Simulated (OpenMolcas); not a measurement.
## W2+: effect of the basis set

```json
{
 "Program": "OpenMolcas",
 "Method": "MS-CASPT2, IPEA 0.25 Eh, imaginary shift 0.1 Eh (closed shells correlated: 5s 5p)",
 "Active space": "4 electrons in 5 orbitals (5d)",
 "State averaging": "2S+1 = 5 even, 5 roots; 2S+1 = 3 even, 45 roots; 2S+1 = 1 even, 50 roots",
 "Spin-orbit coupling": "state interaction with AMFI integrals over the reference wave functions, term energies averaged over their components"
}
```

A. ANO-R1 [7s5p4d2f], X2C, finite nucleus; CASPT2 step roughly 11 core-seconds
B. ANO-RCC-VDZP [7s6p4d2f1g], DKH2, point nucleus; CASPT2 step about 19 core-seconds
C. ANO-R2 [8s6p5d3f2g], X2C, finite nucleus; CASPT2 step about 50 core-seconds
D. ANO-RCC-VTZP [8s7p5d3f2g1h], DKH2, point nucleus; CASPT2 step roughly 70 core-seconds
E. ANO-R3 [9s7p6d4f3g2h], X2C, finite nucleus; CASPT2 step about 3 core-minutes
F. ANO-RCC-VQZP [9s8p6d4f3g2h], DKH2, point nucleus; CASPT2 step roughly 100 core-seconds

Energies in eV above 5d4 5D0, the measured ground level; measured values from NIST levels as listed in McCann et al., Mon. Not. R. Astron. Soc. 538, 537 (2025).

| Level | A | B | C | D | E | F | Measured |
| --- | --- | --- | --- | --- | --- | --- | --- |
| 5d4 5D0 [68 %] | 0.0000 | 0.0000 | 0.0000 | 0.0000 | 0.0000 | 0.0000 | 0.0000 |
| 5d4 5D1 | 0.293 | 0.303 | 0.289 | 0.272 | 0.295 | 0.296 | 0.2797 |
| 5d4 5D2 | 0.587 | 0.604 | 0.574 | 0.547 | 0.581 | 0.584 | 0.5531 |
| 5d4 5D3 | 0.837 | 0.859 | 0.812 | 0.783 | 0.816 | 0.821 | 0.7783 |
| 5d4 5D4 | 1.039 | 1.065 | 1.000 | 0.976 | 0.998 | 1.005 | 0.9530 |
| 5d4 3P0(1) [59 %] | 1.555 | 1.591 | 1.483 | 1.493 | 1.460 | 1.476 | 1.2280 |
| 5d4 3H4 [57 %] | 1.988 | 1.995 | 1.841 | 1.871 | 1.791 | 1.812 | 1.6987 |
| 5d4 3P1(1) | 2.077 | 2.126 | 1.966 | 1.982 | 1.937 | 1.959 | 1.5970 |
| 5d4 3F2(1) [72 %] | 2.276 | 2.301 | 2.129 | 2.170 | 2.088 | 2.108 |  |
| 5d4 3G3 [52 %] | 2.297 | 2.312 | 2.146 | 2.182 | 2.103 | 2.126 |  |
| 5d4 3H5 | 2.408 | 2.423 | 2.232 | 2.260 | 2.179 | 2.204 |  |
| 5d4 3H6 | 2.618 | 2.640 | 2.425 | 2.455 | 2.366 | 2.395 |  |
| 5d4 3P2(1) [71 %] | 2.668 | 2.713 | 2.519 | 2.544 | 2.483 | 2.510 |  |
| 5d4 3F3(1) [55 %] | 3.010 | 3.034 | 2.826 | 2.856 | 2.780 | 2.807 |  |
| 5d4 3D3 [71 %] | 3.232 | 3.234 | 3.050 | 3.086 | 3.001 | 3.033 |  |
| 5d4 3G5 | 3.354 | 3.384 | 3.151 | 3.173 | 3.098 | 3.132 |  |
| 5d4 3D1 | 3.552 | 3.562 | 3.374 | 3.398 | 3.327 | 3.361 |  |
| 5d4 1I6 | 3.648 | 3.689 | 3.393 | 3.439 | 3.318 | 3.360 |  |
| 5d4 1S0(1) | 3.963 | 3.996 | 3.843 | 3.866 | 3.793 | 3.831 |  |
| 5d4 1G4(1) [54 %] | 4.022 | 4.052 | 3.821 | 3.843 | 3.761 | 3.798 |  |
| 5d4 1F3 [72 %] | 4.353 | 4.368 | 4.067 | 4.135 | 4.000 | 4.043 |  |
| 5d4 3P2(2) | 4.828 | 4.797 | 4.540 | 4.612 | 4.472 | 4.510 |  |
| 5d4 3F4(2) [73 %] | 5.075 | 5.068 | 4.785 | 4.858 | 4.717 | 4.756 |  |
| 5d4 3F2(2) | 5.269 | 5.252 | 4.947 | 5.026 | 4.882 | 4.927 |  |

Deviations, from unrounded energies. A percentage is the sum of absolute deviations over the sum of measured energies, with the sign that they share, or ± where signs differ.

```csv
Against measurement,Levels,A,B,C,D,E,F
mean absolute deviation (cm-1),7,1500,1700,1000,990,910,1000
fine structure of the ground term (%),4,+7.5,+10.4,+4.3,±1.6,+4.9,+5.5
other terms of the ground configuration (%),3,+24.2,+26.3,+16.9,+18.2,+14.7,+16.0
```

E lies closest to measurement on these levels and B furthest from it. The largest miss of E in the table is 5d4 3P1(1), by +2700 cm-1. The ranking rests on the paired levels alone, and a cruder setting can come out closer through cancelling errors.

The two smallest mean deviations differ by little beside CASPT2's spread within terms, so their order carries little weight.

Among A to F the level of the table that moves most is 5d4 3F2(2), by 3100 cm-1 (lowest in E, highest in A). Moves below CASPT2's spread within the term are not significant.

CASPT2 does not keep the components of a term degenerate, so their means are used; among the terms shown or strongly mixed into the levels shown the widest spread is 1200 cm-1 (5d4 1G(2), E). Over all roots computed the reference weight is 0.91 to 0.96 in A, 0.90 to 0.95 in C, 0.90 to 0.95 in D, 0.89 to 0.95 in E, 0.90 to 0.95 in F; the roots of lowest weight are the least certain, and an intruder state may touch them. Configurations with an s electron lie low in 5d ions of this charge, fall among these levels and mix in, so low-spin terms can stand far too high, up to twice their true height, and weights are not those of the real levels. Some terms miss by over 15 % even with CASPT2, which points to a basis or an active space too small for the shells correlated. The CASPT2 spread within a term exceeds the gap to the next term for 5d4 3H and 5d4 3F(1), 5d4 1G(1) and 5d4 1I, so the order of their levels is uncertain, and so are names and mixing where such terms share a J (figures for A; the like holds for B, C, D, E, F). Some levels mix across a computed gap that differs much from the measured one, so their mixing is not that of the real levels (holds for A; B). Computed and measured levels are paired by configuration, term and J; levels that our copy of the source lacks, or whose pairing is in doubt (as where it misses far off the trend of its configuration), stay unpaired and out of the deviations. Only configurations of the active space appear. The table leaves out levels that lie high or whose names do not pair safely across all columns.

A share in square brackets marks a mixed level and gives the weight of the term that names it, the lowest over the columns. A number in round brackets counts repeated terms of one configuration in the order of the reference energies.
